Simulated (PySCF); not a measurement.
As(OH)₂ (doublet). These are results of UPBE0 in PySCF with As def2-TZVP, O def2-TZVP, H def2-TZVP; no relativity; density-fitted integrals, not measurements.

Harmonic bands of its minimum:

```tsv
ω (cm⁻¹)	IR (km/mol)
45	152
249	0.1
376	101
667	155
701	86.2
898	92.9
931	19.3
3836	69.4
3839	74.7
```

Question: The central atom is As. Infer the point group and assign the bands.

Answer: C2. The modes span 4b + 5a: 45 b, 249 a, 376 a, 667 b, 701 a, 898 b, 931 a, 3836 b, 3839 a. The computed geometry has As–O 1.785 Å (×2), O–H 0.964 Å (×2); As–O–H 111.4° (×2), O–As–O 99.7°.

Other isomers or separated fragments may lie lower.
